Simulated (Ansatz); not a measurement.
`FC(F)(F)c1ccc(-c2ccc(-c3ccc(C(F)(F)F)o3)o2)o1`, relaxed as a singlet with RKS r2SCAN-D4/def2-SVP in Ansatz, starting from the GFN2-xTB geometry. Force threshold 0.03 eV/Å.

Start:

```xyz
29

F    -2.430    0.721    4.834
C    -3.308    1.219    3.948
F    -4.075    2.093    4.613
F    -4.105    0.198    3.593
C    -2.647    1.869    2.782
C    -2.710    3.159    2.330
C    -1.883    3.206    1.193
C    -1.372    1.936    1.035
C    -0.474    1.423    0.042
C     0.120    2.064   -1.023
C     0.903    1.101   -1.675
C     0.739   -0.070   -0.966
C     1.308   -1.367   -1.189
C     1.169   -2.557   -0.511
C     1.967   -3.495   -1.194
C     2.534   -2.813   -2.235
C     3.470   -3.257   -3.306
F     2.961   -3.092   -4.538
F     4.634   -2.587   -3.291
F     3.767   -4.556   -3.180
O     2.139   -1.523   -2.239
O    -0.096    0.127    0.074
O    -1.838    1.125    2.003
H    -3.278    3.955    2.764
H    -1.687    4.056    0.574
H     0.003    3.092   -1.296
H     1.511    1.231   -2.545
H     0.571   -2.729    0.359
H     2.109   -4.529   -0.957
```

(1) Estimate the energy that the relaxation releases and the steps that it takes.

(2) Does the start keep its bonding and symmetry?

(3) Predict the relaxed structure.

Results:

(1) 0.14 eV, in 8 steps; 30 s on 2 threads of AMD EPYC 7R13 on a shared host and a share (18 GiB) of an NVIDIA H100 80GB HBM3. No frequencies were taken in this run, so the end may be a saddle point.

(2) By distances, no bond broke or formed. The bond that changes most is C10–H26, from 1.07 to 1.09 Å (atoms count from 1). Point group Cs at the start, Cs at the end, both within 0.05 Å.

(3) 
```xyz
29

F    -2.245    0.509    4.674
C    -3.189    1.022    3.866
F    -3.982    1.815    4.601
F    -3.925   -0.013    3.425
C    -2.601    1.806    2.748
C    -2.728    3.117    2.372
C    -1.915    3.269    1.214
C    -1.351    2.030    0.972
C    -0.454    1.554   -0.038
C     0.154    2.174   -1.115
C     0.939    1.183   -1.757
C     0.760    0.021   -1.031
C     1.274   -1.307   -1.170
C     1.094   -2.468   -0.445
C     1.882   -3.462   -1.091
C     2.479   -2.837   -2.154
C     3.412   -3.314   -3.208
F     2.899   -3.161   -4.441
F     4.579   -2.647   -3.189
F     3.672   -4.616   -3.022
O     2.119   -1.530   -2.213
O    -0.085    0.245    0.011
O    -1.772    1.139    1.910
H    -3.331    3.874    2.869
H    -1.761    4.173    0.629
H     0.044    3.218   -1.402
H     1.562    1.292   -2.642
H     0.470   -2.577    0.440
H     1.999   -4.508   -0.813
```
Bond lengths: 13 × C–C 1.37 to 1.49 Å; 6 × C–F 1.34 Å; 6 × C–O 1.36 Å; 6 × C–H 1.09 Å.
